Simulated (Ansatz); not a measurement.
```yaml
crystal:
  periodic: [false, false, false]
  atoms:
    - {symbol: S, position_ang: [-0.871339, 1.079678, -1.700413]}
    - {symbol: C, position_ang: [-0.235254, 0.178180, -0.387238]}
    - {symbol: N, position_ang: [-0.758085, -0.560414, 0.470298]}
    - {symbol: Si, position_ang: [0.946114, -0.422893, 0.714961]}
    - {symbol: H, position_ang: [-2.166942, 0.801967, -1.546145]}
    - {symbol: H, position_ang: [1.441213, 0.415241, 1.919223]}
    - {symbol: H, position_ang: [1.811276, -1.598598, 0.399614]}
basis:
  gaussian: {orbitals: def2-mTZVP}
magnetization: {spin_polarized: true, initial_magnetization: 0}
hamiltonian: {xc: {name: HSE06}}
```

```sh
$ ansatz run in.yaml --threads 2 --pin off --events-out ev --progress --plain --max-ram 4352MiB
```

It prints (some lines left out):

```
Functional definition: HSE06
812 factors; integrals over basis functions are off by at most 1.2e-3 eV
91 factors; integrals over basis functions are off by at most 5.2e-7 eV
mean field evaluation 1: about -21266.9699 eV, gradient 4.8e1 eV
mean field evaluation 2: about -21196.2441 eV, gradient 1.1e2 eV
mean field evaluation 4: about -21275.9828 eV, gradient 1.8e1 eV
mean field evaluation 8: about -21277.2831 eV, gradient 6.0e-1 eV
mean field evaluation 16: about -21277.2848 eV, gradient 5.0e-5 eV
mean field -21277.28476026 eV, -781.9257926779 hartree, gradient 5.0e-5 eV, S^2 0.000000; 0 other end points of the search recorded, 0 dependent functions left out
reference -21277.28479947 eV, -781.9257941190 hartree; 23, 23 occupied and 68, 68 virtual orbitals, 812 factors
Total energy: -21277.28479947 eV, -781.9257941190 hartree
```

Run time 2.4 s (2 threads of an Arm Neoverse V1 on a shared host); peak host memory 0.36 GiB.
